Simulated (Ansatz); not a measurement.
Program: Ansatz 0.2.0.

A structure relaxed at PBE0-D4/def2-TZVP, charge 0, multiplicity 1:

```xyz
13

N    -1.943   -0.562    1.388
Al   -2.125    0.405   -0.073
O    -0.731    0.913   -0.883
Si    0.873    0.999   -1.141
Si    1.991   -0.710    0.018
H    -1.068   -0.829    1.808
H    -2.714   -0.922    1.927
H    -3.542    0.794   -0.629
H     1.395    2.319   -0.686
H     1.161    0.880   -2.598
H     1.645   -0.655    1.468
H     1.589   -2.052   -0.488
H     3.468   -0.580   -0.111
```

Question: Give its formula and SMILES.

Answer: AlH8NOSi2, `[NH2][AlH][O][SiH2][SiH3]`.

Question: Point group (tolerance 0.08 Å, 0.16 Å for H)?

Answer: C1.

Question: Summarise the bond lengths by kind.

Answer: 1 × Al–N 1.761 Å; 2 × H–N 1.007 Å; 1 × Al–O 1.690 Å; 1 × Al–H 1.571 Å; 1 × O–Si 1.627 Å; 1 × Si–Si 2.349 Å; 5 × H–Si 1.489 to 1.492 Å.
